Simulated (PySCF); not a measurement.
This PySCF input asks for the NMR shieldings of SMILES BNB(N)C(C)(C)C, C₄H₁₄B₂N₂; the geometry comes from GFN2-xTB.

```python
import basis_set_exchange as bse
import numpy as np
from pyscf import gto, dft
from pyscf.prop import nmr

atoms = """
B     3.176136   -0.224870    0.235206
N     1.799150   -0.434157    0.218993
B     0.705651    0.436030   -0.154109
N     0.969470    1.722466   -0.599587
C    -0.811325   -0.116536   -0.026308
C    -1.147394   -0.354687    1.454907
C    -1.846121    0.865446   -0.591052
C    -0.969600   -1.446754   -0.779563
H     3.624730    0.811817   -0.081806
H     3.885686   -1.097963    0.572105
H     1.494825   -1.350726    0.514509
H     0.264137    2.383510   -0.869287
H     1.906295    2.079354   -0.671438
H    -1.099415    0.579378    2.010945
H    -0.446847   -1.052334    1.908715
H    -2.152193   -0.764214    1.557524
H    -1.655078    1.061984   -1.643958
H    -2.851401    0.455046   -0.499690
H    -1.820333    1.808110   -0.048432
H    -0.741973   -1.315618   -1.835409
H    -1.991256   -1.815819   -0.691319
H    -0.303553   -2.210077   -0.382578
"""
names = dict.fromkeys(["B", "N", "C", "H"], "pcSseg-1")
basis = {el: gto.basis.parse(bse.get_basis(n, elements=[el], fmt="nwchem")) for el, n in names.items()}
mol = gto.M(atom=atoms, basis=basis, charge=0, verbose=0)
mf = dft.RKS(mol, xc="PBE0")
mf.grids.level = 2
mf.grids.alignment = dft.numint.BLKSIZE   # the property module wants whole blocks of grid points
mf.conv_tol = 1e-9
mf.kernel()

calc = nmr.RKS(mf)   # GIAO
C = mf.mo_coeff
Co = C[:, mf.mo_occ > 0]
resp = mf.gen_response(singlet=True, hermi=2)
def vind(x):   # induced exchange potential for any number of trial vectors
    d = np.einsum("pi,xij,qj->xpq", C, 2 * x.reshape(-1, C.shape[1], Co.shape[1]), Co, optimize=True)
    return np.einsum("xpq,pi,qj->xij", resp(d - d.transpose(0, 2, 1)), C, Co, optimize=True).ravel()
mo1, _ = nmr.rhf.solve_mo1(calc, with_cphf=vind)
sigma = calc.kernel(mo1)
for i, s in enumerate(sigma):   # ppm
    print("%2d %-2s %9.2f" % (i, mol.atom_pure_symbol(i), np.trace(s) / 3))
```

**Question.** Give the expected output.

**Answer.** 
```
 0 B      59.71
 1 N     109.28
 2 B      68.19
 3 N     189.77
 4 C     165.06
 5 C     156.87
 6 C     158.20
 7 C     157.47
 8 H      26.40
 9 H      26.62
10 H      25.65
11 H      28.50
12 H      27.73
13 H      30.73
14 H      30.64
15 H      30.92
16 H      30.58
17 H      30.95
18 H      30.63
19 H      30.69
20 H      30.95
21 H      30.64
```

These numbers come from an equivalent density-fitted implementation of the same equations, which agrees with the script to about 0.01 ppm for H and up to a few tenths of a ppm for heavy atoms, so last digits may differ.

Size and cost of the density-fitted run: 206 basis functions, 32 s wall time on 1 thread of an Arm Neoverse V2, shared host.
